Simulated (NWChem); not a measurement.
Molecule: AlSiNH₆O₅; SMILES [OH][Al]([OH])[NH][Si](O)(O)O

```xyz
14

Si    -0.1048     1.3483    -0.0002
O      1.5221     0.9455     0.2090
O     -0.1923     2.2054    -1.4326
O     -0.6901     2.4338     1.1355
N     -0.8982    -0.1751     0.0627
Al    -0.0893    -1.7909     0.0008
O     -1.1245    -3.1519    -0.1233
O      1.6188    -1.9091     0.0956
H      2.1115     1.5933    -0.2168
H     -0.7057     3.0276    -1.3513
H     -0.8814     2.0290     1.9990
H     -1.9226    -0.1480     0.0329
H     -0.7628    -4.0507    -0.1589
H      2.0034    -1.0098     0.1746
```
Atoms are numbered in this order, from 1.

Program: NWChem. The geometry was optimised at PBE-D3(BJ)/def2-SVP. No frequency run checked for a minimum.

Predict the results for PBE/cc-pVDZ. Quantities: highest occupied level (eV); orbital gap (eV); dipole (D).


| Item | Value |
|---|---|
| highest occupied level (eV) | -6.09 |
| orbital gap (eV) | 5.21 |
| dipole (D) | 1.90 |
